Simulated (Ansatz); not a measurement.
Reaction: H2S2 (SMILES SS) + H+ → H3S2+ (SMILES S[SH2+])
Each species at its own B3LYP-D3(BJ)/def2-TZVP minimum (Ansatz, a first-principles code).

Total energies in hartree (Ansatz). Radicals and triplets start from unrestricted determinants; spin-orbit coupling is neglected. Correlated methods leave the cores frozen. No relativity.

```tsv
species	HF/cc-pV(T+d)Z	CCSD(T)/cc-pV(T+d)Z	HF/cc-pV(Q+d)Z	CCSD(T)/cc-pV(Q+d)Z	CCSDT(Q)/cc-pV(T+d)Z
1: H2S2 (SMILES SS)	-796.26498	-796.67732	-796.27249	-796.71514	-796.67948
2: H3S2+ (SMILES S[SH2+])	-796.55305	-796.96530	-796.56086	-797.00114	-796.96755
```

### Question
Work out the proton affinity (electronic), positive where energy is released in kJ/mol: take Hartree-Fock from cc-pV(Q+d)Z, extrapolate the CCSD(T) correlation energy as X^-3 (X = 3, 4), and add CCSDT(Q) - CCSD(T) in cc-pV(T+d)Z. 1 hartree = 2625.5 kJ/mol.

### Answer

Species 1: correlation (64·(-0.44265) - 27·(-0.41234))/37 = -0.46477; step -0.00216; E1 = -796.27249 + (-0.46477) + (-0.00216) = -796.73942
H+ has no electrons: E = 0
Species 2: correlation (64·(-0.44028) - 27·(-0.41225))/37 = -0.46073; step -0.00225; E2 = -796.56086 + (-0.46073) + (-0.00225) = -797.02384
+1·E1 -1·E2 = 0.28442 hartree = 746.7 kJ/mol.
